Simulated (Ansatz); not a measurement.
C$_{2}$H$_{2}$FNSe, SMILES `N=C=C(F)[SeH]`, relaxed with RKS PBE-D4/def2-SVP in the Gaussian-basis code of Ansatz from a rough embedded geometry. The force threshold is 0.03 eV/Å; the program also tests the step.

Charge 0, multiplicity 1.

Start:

```xyz
7

N     0.200   -1.942   -0.529
C    -0.094   -0.844    0.046
C    -0.439    0.281    0.624
F    -0.839    0.353    1.833
Se   -0.467    1.908   -0.435
H     0.646   -1.940   -1.471
H     0.992    2.186   -0.068
```

How much energy does the relaxation release, and in how many steps? (Estimate.)

The calculation gave: 1.29 eV, in 11 steps, 2 of them rejected.

Which bonds change most? (Estimate.)

Computed: C3–F4 from 1.275 to 1.356 Å; C3–Se5 from 1.941 to 1.895 Å; N1–C2 from 1.274 to 1.237 Å; Se5–H7 from 1.530 to 1.496 Å.

Give the relaxed structure. (Best estimate.)

Ansatz gave: 
```xyz
7

N    -0.100   -1.850   -0.848
C    -0.147   -0.824   -0.158
C    -0.387    0.286    0.539
F    -0.587    0.257    1.879
Se   -0.495    1.938   -0.383
H     0.846   -2.239   -1.007
H     0.871    2.432   -0.022
```
